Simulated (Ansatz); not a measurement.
Consider the formal exchange of groups at a C–Si bond: `FCC#C[SiH3]` + `[GaH3]` → `FCC#[C][GaH2]` + SiH₄.

Isolated molecules relaxed with PBE0-D4/def2-TZVP in Ansatz; ΔE leaves out vibrations. CCSD(T)/CBS adds triple-zeta CCSD(T) − MP2 to the extrapolated MP2 energy (def2 sets, frozen cores). This one scheme is used for every species. DFT in def2-TZVPP. HSE06 is defined as in plane-wave codes. For Ga outer-core shells are correlated without core-valence functions, which leaves a few kJ/mol of doubt a bond. Scalar relativity is left out up to krypton.

`FCC#C[SiH3]`:

```xyz
10

F    -1.392   -1.116   -2.427
C    -0.556   -1.599   -1.442
C    -0.191   -0.559   -0.500
C     0.124    0.294    0.296
Si    0.591    1.590    1.488
H     0.340   -2.004   -1.925
H    -1.074   -2.413   -0.925
H     1.351    2.656    0.791
H    -0.632    2.165    2.098
H     1.439    0.985    2.546
```

`[GaH3]`:

Z-matrix (Å, degrees):
```
Ga
H 1 1.568
H 1 1.568 2 120.0
H 1 1.568 2 120.0 3 -179.9
```

`FCC#[C][GaH2]`:

```xyz
9

F    -1.661   -1.854   -1.326
C    -0.351   -1.418   -1.369
C    -0.090   -0.392   -0.381
C     0.151    0.468    0.439
Ga    0.510    1.824    1.739
H     0.299   -2.282   -1.197
H    -0.156   -1.031   -2.375
H     1.954    2.411    1.802
H    -0.657    2.274    2.670
```

SiH₄:

Z-matrix (Å, degrees):
```
Si
H 1 1.485
H 1 1.485 2 109.5
H 1 1.485 2 109.5 3 -120.0
H 1 1.485 2 109.5 3 120.0
```

```tsv
level	ΔE (kJ/mol)	difference from CCSD(T)/CBS
LDA (SPW92)	-10.4	5.4
revPBE-D4	-10.9	4.9
r2SCANh-D4	-11.8	4.0
HSE06-D4	-11.3	4.5
BHLYP-D4	-12.0	3.8
PBE-QIDH	-14.0	1.8
BLYP	-12.2	3.6
PBE0	-11.3	4.5
r2SCANh	-11.9	3.9
HSE06	-11.3	4.5
BHLYP	-11.6	4.2
HF/def2-SVP	-15.4	0.4
CCSD/def2-SVP	-18.7	-2.9
SCS-MP2/def2-QZVPP	-15.1	0.7
HF/CBS(def2)	-12.3	3.5
CCSD/CBS(def2)	-15.0	0.8
CCSD(T)/CBS	-15.8	0
```

Largest T1 diagnostic among the species: 0.013.

In def2-TZVPP, CCSD(T) changes the Hartree–Fock value by −4.8 kJ/mol (the triples alone add −0.9 kJ/mol) and MP2 by −4.3 kJ/mol. At CCSD(T), def2-SVP lies −3.6 kJ/mol from the extrapolated value and def2-TZVPP −2.3 kJ/mol.

CCSD(T)/CBS has its own doubt, a few kJ/mol and more with outer-core shells, so smaller differences from it don't rank the levels.
